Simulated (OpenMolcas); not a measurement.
# Cr2+ in a ligand field

Cr2+ with 6 ligands (fluoride) in trigonal antiprismatic coordination (D3d) at 2.11 Å, a polar angle of 59.1° against the regular 54.74°. A charge of +0.667 e stands 2.4 Å behind each ligand. Ligand basis ANO-RCC-VDZP.

```
Program             : OpenMolcas
Method              : CASSCF
Basis               : ANO-RCC-VTZP [6s5p3d2f1g]
Scalar Hamiltonian  : DKH2, point nucleus
Active space        : 4 electrons in 5 orbitals (3d)
State averaging     : 2S+1 = 5 even, 5 roots; 2S+1 = 3 even, 45 roots; 2S+1 = 1 even, 50 roots
Spin-orbit coupling : RASSI with atomic mean-field integrals over the reference wave functions
```

The lowest spin-free states (labels of D3, the rotations of D3d), above the lowest:

| State | Degeneracy | E (cm-1) | Free-ion L (%) |
| --- | --- | --- | --- |
| 5E | 2 | 0.0 | D (100) |
| 5E | 2 | 7244 | D (100) |
| 5A1 | 1 | 8194 | D (100) |
| 3A2 | 1 | 14473 | H (51) |
| 3E | 2 | 14779 | H (52) |
| 3E | 2 | 20186 | H (91) |
| 3E | 2 | 20812 | H (46) |
| 3A2 | 1 | 21251 | P (45) |
| 3A1 | 1 | 21341 | H (45) |
| 3E | 2 | 21846 | H (46) |
| 3A2 | 1 | 23439 | F (98) |
| 3A1 | 1 | 24369 | G (93) |
| 1A1 | 1 | 24450 | I (50) |
| 1E | 2 | 24607 | G (50) |
| 1E | 2 | 25429 | I (76) |
| 3A2 | 1 | 26944 | H (74) |
| 3E | 2 | 27111 | G (61) |
| 3E | 2 | 27672 | H (59) |
| 3A1 | 1 | 28430 | H (50) |
| 3E | 2 | 28552 | H (39) |

The lowest levels with spin-orbit coupling:

| E (cm-1) | Degeneracy | Label | 2S+1 | g |
| --- | --- | --- | --- | --- |
| 0.0 | 1 | A1 | 5 |  |
| 0.1 | 1 | A2 | 5 |  |
| 28.2 | 2 | E | 5 | 0.00 0.00 3.10 |
| 55.3 | 2 | E | 5 | 0.00 0.00 0.79 |
| 77.4 | 1 | A1 | 5 |  |
| 85.5 | 1 | A2 | 5 |  |
| 106.0 | 2 | E | 5 | 0.00 0.00 8.60 |
| 7238 | 2 |  | 5 | 0.00 0.00 6.97 |
| 7261 | 2 | E | 5 | 0.00 0.00 2.93 |
| 7288 | 2 | E | 5 | 0.00 0.00 0.82 |
| 7309 | 1 | A1 | 5 |  |
| 7342 | 1 | A2 | 5 |  |
| 7369 | 2 | E | 5 | 0.00 0.00 8.97 |
| 8266 | 2 | E | 5 | 0.00 0.00 7.96 |
| 8282 | 2 | E | 5 | 0.00 0.00 3.99 |
| 8287 | 1 | A1 | 5 |  |
| 14484 | 1 | A1 | 3 |  |
| 14514 | 2 | E | 3 | 0.00 0.00 3.57 |
| 14789 | 1 | A2 | 3 |  |
| 14814 | 1 | A1 | 3 |  |

Powder χT (cm3 K/mol): 1.65 at 2 K, 2.01 at 10 K, 2.61 at 50 K, 2.78 at 100 K, 2.88 at 200 K, 2.92 at 300 K. The effective moment at 300 K is 2.828 √(χT) = 4.83 μB.

The lowest level has 2S+1 = 5, for which the spin-only value is χT = S(S+1) / 2 = 3.000 cm3 K/mol (g = 2). The computed 2.921 at 300 K differs by -0.079, through orbital momentum, spin-orbit coupling and any other state in reach.

Metal share of the active 3d orbitals (Löwdin): 95, 95, 98, 98, 98 %; Mulliken charge of the metal 1.71.

An orbital doublet at a regular site is open to a Jahn-Teller distortion, which this geometry leaves out. Without dynamic correlation the repulsion within the d shell is too large (B by tens of per cent), so at a given field states of lower spin stand too high. Ligand-to-metal charge-transfer states are missing. With no ligand orbital active B as a rule stays too high, so bands that hang on it stand too high and its fall with covalency is understated. With metal d orbitals alone and no dynamic correlation the field as a rule comes out too small, by tens of per cent, by up to half for chloride and softer ligands. No measured value stands beside these numbers; the geometry is a model, was not optimised and need not be the one that this ion takes.

With an even number of electrons the g values are those of a degenerate or nearly degenerate non-Kramers pair.
